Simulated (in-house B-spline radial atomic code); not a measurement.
Atomic self-consistent-field run: S3+ (an excited or competing configuration). Computed with a radial B-spline atomic code at the basis-set limit: non-relativistic CAM-B3LYP, spin-polarised, spherical fractional occupations, exact exchange averaged over the configuration, point nucleus.

Command:
```bash
python run_scf.py task.json out
```
Settings:
```
Z                16
configuration    [Ne] 3s1 3p1 4s1
hamiltonian      nr
method           camb3lyp
spin_polarised   True
exact_exchange   averaged over the configuration
```

Output (hartree, bohr):
```
 radial grid: 46 intervals, B-splines of order 8, outer radius 28.1081 bohr

 iter        energy (Eh)    residual
    1        -392.955045    2.57e-01
    2        -394.254887    1.28e-01
    3        -394.406198    4.11e-02
    4        -394.422519    1.28e-02
    5        -394.424160    4.97e-03
    6        -394.424412    1.22e-04
    7        -394.424413    2.11e-05
    8        -394.424413    2.72e-06
    9        -394.424413    1.89e-07
   10        -394.424413    1.14e-08

 total energy                      -394.42441
 kinetic                             394.0195
 electron-nucleus                   -915.8449
 Hartree                             151.5395
 exact exchange                       -5.4455
 exchange-correlation                -18.6930

 orbital      occ     eigenvalue          <r>       <r^2>       <1/r>     <1/r^2>     <1/r^3>       r_max
 1s up      1.000       -90.9379    0.0972591   0.0127163     15.5603     488.933           -     0.06372
 1s down    1.000       -90.9110    0.0972592   0.0127159     15.5598     488.899           -     0.06372
 2s up      1.000        -9.9360     0.478506    0.272118     3.06175     38.7954           -      0.3888
 2s down    1.000        -9.9015     0.478685    0.272144     3.05819     38.6851           -      0.3893
 2p up      3.000        -7.9032     0.440397     0.24197     2.96603     12.3234     81.1456      0.3252
 2p down    3.000        -7.8711     0.440037     0.24125     2.96604     12.3198     81.1016      0.3255
 3s up      1.000        -2.3034       1.4698      2.4617     0.94138     5.41544           -       1.308
 3p up      1.000        -1.8431      1.58742     2.90899     0.85465     1.64922     9.55265       1.389
 4s up      1.000        -0.8840        3.331     12.4245    0.408026     1.32126           -       3.171

 Slater integrals (Eh)
   F0(3p up,3p up)               0.567368
   F2(3p up,3p up)               0.291146
   F0(3p up,4s up)               0.331797
   G1(3p up,4s up)               0.032885
   F0(4s up,4s up)               0.269130
```

Run time, properties included: 0.44 s on 1 thread of Arm Neoverse N1, with other jobs on the host.
